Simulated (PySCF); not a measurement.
SMILES c1csc([SiH2]C=C)c1, GFN2-xTB optimised geometry.

```
16

C     -0.72     3.87     2.06
C     -0.99     2.89     1.21
Si     0.23     2.16    -0.03
C     -0.01     0.29     0.00
C      0.94    -0.69     0.00
C      0.40    -2.00     0.00
C     -0.96    -2.00     0.00
S     -1.60    -0.41     0.00
H     -1.45     4.26     2.75
H      0.26     4.32     2.11
H     -1.99     2.48     1.21
H     -0.07     2.66    -1.38
H      1.62     2.44     0.34
H      1.99    -0.48     0.00
H      1.00    -2.89     0.00
H     -1.63    -2.84     0.00
```

Density from B3LYP/def2-TZVP (PySCF) at that geometry.

Minimum of the electron density along straight lines between bonded atoms, close to the bond critical point (lines longer than 1.1 times the sum of covalent radii, or with two minima, are not listed):

| bond | length / Å | ρ at the minimum / e bohr⁻³ | ∇²ρ there / e bohr⁻⁵ | position (fraction from the first atom) |
|---|---|---|---|---|
| C1–C2 | 1.324 | 0.358 | -1.12 | 0.51 |
| C2–Si3 | 1.883 | 0.120 | 0.17 | 0.61 |
| Si3–C4 | 1.878 | 0.117 | 0.21 | 0.39 |
| C4–C5 | 1.364 | 0.332 | -0.98 | 0.51 |
| C5–C6 | 1.411 | 0.307 | -0.89 | 0.50 |
| C6–C7 | 1.357 | 0.337 | -1.01 | 0.49 |
| C4–S8 | 1.736 | 0.209 | -0.40 | 0.47 |
| C7–S8 | 1.717 | 0.219 | -0.46 | 0.48 |
| C1–H9 | 1.080 | 0.288 | -1.03 | 0.64 |
| C1–H10 | 1.078 | 0.290 | -1.04 | 0.64 |
| C2–H11 | 1.085 | 0.283 | -0.99 | 0.64 |
| Si3–H12 | 1.471 | 0.125 | 0.17 | 0.49 |
| Si3–H13 | 1.466 | 0.125 | 0.18 | 0.49 |
| C5–H14 | 1.076 | 0.290 | -1.05 | 0.65 |
| C6–H15 | 1.076 | 0.290 | -1.05 | 0.65 |
| C7–H16 | 1.072 | 0.292 | -1.06 | 0.65 |
